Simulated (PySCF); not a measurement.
Species: C5H10NPSi.
Cartesian coordinates in Å at the GFN2-xTB level; atoms count from 1:
```xyz
18
C5H10NPSi angstrom
C      4.1105    0.5256    0.8905
N      2.7062    0.3021    0.8565
C      2.1374   -0.0181   -0.2231
C      0.7458   -0.2408   -0.2898
C     -0.4424   -0.4552   -0.3868
Si    -2.2805   -0.6589   -0.5128
C     -2.9933   -0.8858    1.2350
P     -3.2478    1.1445   -1.4626
H      4.2832    1.5307    1.2788
H      4.6046    0.4186   -0.0864
H      4.5493   -0.1787    1.5998
H      2.6739   -0.1406   -1.1802
H     -2.5464   -1.8126   -1.3862
H     -4.0750   -0.9822    1.2028
H     -2.5907   -1.7775    1.7046
H     -2.7543   -0.0393    1.8731
H     -2.3645    1.1993   -2.5260
H     -2.5246    2.0754   -0.7386
```

Computed at PBE0/pcSseg-1 (PySCF, non-relativistic), with Q(14N) = 0.02044 b: N2, 14N (I = 1): χzz = -5.685 MHz, η = 0.404.

**Question.** Find the zero-field quadrupole resonance frequencies of 14N at N2.

**Answer.** From ν± = (3/4)|χ|(1 ± η/3) and ν0 = |χ|η/2: ν+ 4.838 MHz, ν− 3.689 MHz, ν0 1.149 MHz (imine nitrogen).

In a crystal, neighbours and librations shift these lines. Geometry: GFN2-xTB, one conformer, isolated molecule. GFN2-xTB bond lengths can be off by several hundredths of an ångström, more for odd bonds, and the gradients follow them. A larger basis could move these couplings by a tenth or more.
